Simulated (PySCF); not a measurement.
GeBr3, SMILES [Ge]([Br])([Br])[Br], multiplicity 2. Geometry optimised at PBE-D3(BJ)/def2-SVP.

Q: Give the equilibrium geometry at PBE-D3(BJ)/def2-SVP (PySCF confirms it by a frequency run) as Cartesian coordinates in Å, and its point group. (Estimate from the structure and the level; the computed values follow.)

A: point group C3v.
```xyz
4

Ge     0.0000     0.0000     0.6091
Br     1.9158    -1.1061    -0.1856
Br    -1.9158    -1.1061    -0.1856
Br     0.0000     2.2121    -0.1856
```
Charge 0, spin multiplicity 2.
